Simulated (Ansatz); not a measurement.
Geometry optimisation, RKS PBE/def2-SVP (Ansatz).

The input (input.yaml):

```yaml
crystal:
  periodic: [false, false, false]
  atoms:
    - { symbol: W, position_ang: [0.0, 0.0, 0.0] }
    - { symbol: O, position_ang: [0.0, 0.0, 2.29] }
    - { symbol: H, position_ang: [-0.9095, -0.2814, 2.6271] }
    - { symbol: Cl, position_ang: [2.39, 0.0, 0.0] }
    - { symbol: Cl, position_ang: [0.0, 2.39, 0.0] }
    - { symbol: Cl, position_ang: [-2.39, 0.0, 0.0] }
    - { symbol: F, position_ang: [0.0, -1.85, 0.0] }
    - { symbol: Cl, position_ang: [0.0, 0.0, -2.39] }
    - { symbol: F, position_ang: [1.4129, 1.4719, 0.6779] }
    - { symbol: H, position_ang: [0.9245, 0.9631, 1.8084] }
basis:
  gaussian: { orbitals: def2-SVP }
hamiltonian:
  xc: pbe
relax:
  f_tol: 0.15
  max_steps: 25
  restrain:
    - { distance: [0, 8], at: 3.05, k: 30.0 }
    - { distance: [9, 1], at: 2.21, k: 30.0 }
    - { distance: [0, 1], at: 1.94, k: 30.0 }
    - { distance: [9, 8], at: 0.92, k: 30.0 }
output:
  orbitals: {}
```

Launched with:

```bash
$ ansatz run input.yaml --threads 4 --pin off --max-ram 5120MiB --backend cpu --events-out ev --progress --plain --runs-dir out
```

Problem. Where does it end, and by what steps?

Solution. It converged. The restraints hold the end off the free minimum; the threshold counts their pulls, which the force column leaves out. Restrained pairs: W1–F9 (2.15 → 3.07 Å), O2–H10 (1.42 → 2.20 Å), W1–O2 (2.29 → 1.92 Å), F9–H10 (1.33 → 0.93 Å). After 12 steps the energy has fallen by 8.158 eV (the restraints' own energy left out); F9 moved furthest, 1.10 Å. The start is strongly strained (largest force component 9 eV/Å), so its close contacts needn't be bonds.

```
step  energy less start (eV)  largest force component (eV/Å)  accepted
   0                  0.0000                           8.862       yes
   1                 -2.1244                           8.266       yes
   2                 -4.0628                           5.211       yes
   3                 -5.5943                           3.191       yes
   4                 -6.9841                           1.994       yes
   5                 -7.6977                           1.064       yes
   6                 -7.8997                           1.143       yes
   7                 -8.0097                           1.015       yes
   8                 -8.1036                           0.455       yes
   9                 -8.1447                           0.511       yes
  10                 -8.1170                           1.117        no
  11                 -8.1517                           0.470       yes
  12                 -8.1576                           0.445       yes
```

```xyz
10
Properties=species:S:1:pos:R:3
W -0.025 0.024 -0.112
O -0.136 0.030 1.810
H -0.841 -0.458 2.282
Cl 2.248 -0.143 -0.417
Cl -0.082 2.283 -0.504
Cl -2.396 -0.037 0.087
F -0.031 -1.870 0.068
Cl -0.431 -0.405 -2.355
F 1.749 1.777 1.675
H 1.373 1.493 2.477
```

The run took 57 s on 4 threads of Arm Neoverse V2, on a shared host, peak memory 0.29 GiB.
